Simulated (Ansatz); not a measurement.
One geometry of Si₆Mo⁻, several levels of theory.

```yaml
crystal:
  periodic: [false, false, false]
  atoms:
    - {symbol: Mo, position_ang: [-1.021322, -0.432367, 0.066107]}
    - {symbol: Si, position_ang: [0.977150, -0.960934, -1.631371]}
    - {symbol: Si, position_ang: [-0.230840, 2.091434, -0.333980]}
    - {symbol: Si, position_ang: [-0.674430, 0.626245, -2.101812]}
    - {symbol: Si, position_ang: [0.666985, -2.167748, 0.347407]}
    - {symbol: Si, position_ang: [0.967601, -0.404961, 1.854385]}
    - {symbol: Si, position_ang: [-0.685144, 1.248322, 1.799263]}
basis:
  gaussian: {orbitals: def2-TZVPD, initial_orbitals: start.molden}
total_charge: -1
magnetization: {spin_polarized: true, initial_magnetization: 1}
hamiltonian: {xc: pbe, dispersion: d4}
scf: {omitted_lower_state_checks: [starts]}
output: {forces: true, orbitals: {seedname: orbitals}}
```

The file start.molden holds the orbitals of an earlier run on this structure, at another level or in another basis.

```sh
$ ansatz run in.yaml --threads 4 --pin off --events-out ev --progress --plain --max-ram 8704MiB
```

It prints (some lines left out):

```
Functional definition: PBE
1958 factors; their error is unknown
mean field evaluation 1: about -49102.1203 eV, gradient 1.0e1 eV
mean field evaluation 2: about -49102.3084 eV, gradient 3.4e-1 eV
mean field evaluation 4: about -49102.2956 eV, gradient 4.5e-2 eV
mean field evaluation 8: about -49102.2956 eV, gradient 1.6e-5 eV
mean field -49102.29563771 eV, -1804.4760819543 hartree, gradient 1.6e-5 eV, S^2 0.764875; 0 other end points of the search recorded, 0 dependent functions left out
reference -49102.29568109 eV, -1804.4760835486 hartree; 50, 49 occupied and 248, 249 virtual orbitals, 1958 factors
Total energy: -49103.09751060 eV, -1804.5055502397 hartree
Atom 0 at    -1.021322    -0.432367     0.066107 Å, force     0.234542     0.099503    -0.014581 eV/Å
Atom 1 at     0.977150    -0.960934    -1.631371 Å, force    -0.179191     0.055212     0.161084 eV/Å
Atom 2 at    -0.230840     2.091434    -0.333980 Å, force    -0.064302    -0.236041     0.036431 eV/Å
Atom 3 at    -0.674430     0.626245    -2.101812 Å, force     0.096823    -0.028858     0.159985 eV/Å
Atom 4 at     0.666985    -2.167748     0.347407 Å, force    -0.006980     0.186939    -0.029103 eV/Å
Atom 5 at     0.967601    -0.404961     1.854385 Å, force    -0.178154     0.001256    -0.171578 eV/Å
Atom 6 at    -0.685144     1.248322     1.799263 Å, force     0.097262    -0.078010    -0.142238 eV/Å
Dipole moment:    -0.442249    -0.187140     0.028702 e Å
Checks for a lower state left out: starts
```

It took 15 s on 4 threads of Arm Neoverse V1 on a shared host, peak host memory 0.8 GiB.

The first input with `hamiltonian: {xc: pbe}`, `correlation: {method: rpa}` and without the key `output` (abridged; 24 s):

```
Functional definition: PBE
mean field -49102.29561913 eV, -1804.4760812716 hartree, gradient 3.2e-6 eV, S^2 0.764874
30 core orbitals not correlated: weight in the atoms' cores, before any rotation towards them, 1.000 or more for the frozen orbitals, at most 0.000 for the correlated occupied ones
Total energy: -49055.46359917 eV, -1802.7550362820 hartree
Checks for a lower state left out: starts
```

The first input with `hamiltonian: {xc: {name: r2SCAN0}, dispersion: d4}`, `output: {orbitals: {seedname: orbitals}}` (abridged; 62 s):

```
Functional definition: r2SCAN0
mean field -49118.57513230 eV, -1805.0743423460 hartree, gradient 1.8e-5 eV, S^2 0.805562
Total energy: -49118.78688903 eV, -1805.0821242624 hartree
Checks for a lower state left out: starts
```

The first input with `hamiltonian: {xc: {name: PBE-QIDH}}` and without the key `output` (abridged; 58 s):

```
Functional definition: PBE-QIDH
mean field -49074.49499131 eV, -1803.4544270431 hartree, gradient 4.2e-6 eV, S^2 1.011341
30 core orbitals not correlated: weight in the atoms' cores, before any rotation towards them, 1.000 or more for the frozen orbitals, at most 0.000 for the correlated occupied ones
second order -40.48978001 eV of doubles, -0.00000000 eV of singles
Total energy: -49087.99159777 eV, -1803.9504181823 hartree
Checks for a lower state left out: starts
```

As the first input, with `hamiltonian: {xc: r2scan, dispersion: d4}`, `output: {orbitals: {seedname: orbitals}}` (abridged; 36 s):

```
Functional definition: r2SCAN
mean field -49121.38488258 eV, -1805.1775987644 hartree, gradient 3.2e-5 eV, S^2 0.778570
Total energy: -49121.54415183 eV, -1805.1834518013 hartree
Checks for a lower state left out: starts
```

As the first input, with `hamiltonian: {xc: pbe0, dispersion: d4}`, `output: {orbitals: {seedname: orbitals}}` (abridged; 34 s):

```
Functional definition: PBE0
mean field -49104.32404505 eV, -1804.5506245494 hartree, gradient 2.8e-5 eV, S^2 0.782469
Total energy: -49105.01986948 eV, -1804.5761956256 hartree
Checks for a lower state left out: starts
```

The first input with `correlation: {method: mp2}`, `output: {orbitals: {seedname: orbitals}}` and without the key `hamiltonian` (abridged; 30 s):

```
Functional definition: HF
mean field -49009.73285925 eV, -1801.0744625872 hartree, gradient 7.2e-6 eV, S^2 1.790713
30 core orbitals not correlated: weight in the atoms' cores, before any rotation towards them, 1.000 or more for the frozen orbitals, at most 0.000 for the correlated occupied ones
second order -32.80926152 eV of doubles, -0.00000000 eV of singles
Total energy: -49042.54212077 eV, -1802.2801807091 hartree
Checks for a lower state left out: starts
```

Geometry: PBE-D4/def2-SVPD.

In the def2 sets Mo takes a core potential; there is no spin–orbit coupling. Correlated methods freeze 30 core orbitals; core or outer-core shells of Mo are correlated, in sets that lack core-valence functions. At PBE-QIDH/def2-TZVPD, MP2/def2-TZVPD the charge -1 doublet is spin-contaminated (final ⟨S²⟩ up to 1.79, 0.75 for a pure state). The structure comes from a short search, and lower isomers may exist.
